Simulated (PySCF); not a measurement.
Work out the structure from these simulated measurements.

Formula: C2H9BN2OSi.

* UV, strongest line: among the 10 lowest singlet transitions: S9 at 7.18 eV (173 nm, f = 0.046) [TDDFT PBE0/def2-SVPD]
* 13C NMR: chemical shifts (computed TMS as zero) by class: 47.6 (2 C) ppm [GIAO KT2/pcSseg-1]
* Dipole: 1.11 D [PBE0/def2-SVPD]
* NMR, other nuclei: isotropic shieldings of nuclei other than C and H, by class: 79 (1 B), 202 (2 N), 285 (1 O), 398 (1 Si) ppm [GIAO KT2/pcSseg-1]
* Rotational structure: rotational constants A, B, C: 6.203, 1.152, 0.999 GHz [PBE0-D3(BJ)/def2-SVP]
* 1H NMR: chemical shifts (computed TMS as zero) by class: 5.09 (3 H), 3.32 (4 H), 1.38 (2 H) ppm [GIAO KT2/pcSseg-1]

The electronic properties come from PySCF, for the isolated species, density fitting. Levels stand in brackets. The structure is a single PBE0-D3(BJ)/def2-SVP conformer in the gas phase; no vibrational or solvent corrections. Each NMR value is the plain mean over a class of atoms that symmetry, rotation or inversion makes alike.

Question: Propose a structure and show how it fits.

Answer: Numbering: `[SiH3:1][O:2][B:3]1[NH:4][CH2:5][CH2:6][NH:7]1`. 2 carbons fall into 1 class: ring sp3 carbon bound to nitrogen [C5/C6] (47.6 ppm, 2 C). Hydrogen classes from least to most shielded: 3 H on an oxygen-bound silicon, Si1 (5.09 ppm), 4 H on 2 like atoms (sp3 carbon bound to nitrogen), C5/C6 (3.32 ppm), 2 H on 2 boron-bound nitrogens, N4/N7 (1.38 ppm). The other shieldings belong to: 79 ppm, three-coordinate boron [B3]; 202 ppm, boron-bound nitrogen [N4/N7]; 285 ppm, boron-bound oxygen [O2]; 398 ppm, oxygen-bound silicon [Si1]. The optimised geometry has point group C1 and is an asymmetric top. Structure: `O(B1NCCN1)[SiH3]`. The assignments are read from this structure; whether some other isomer fits the data as well wasn't checked.
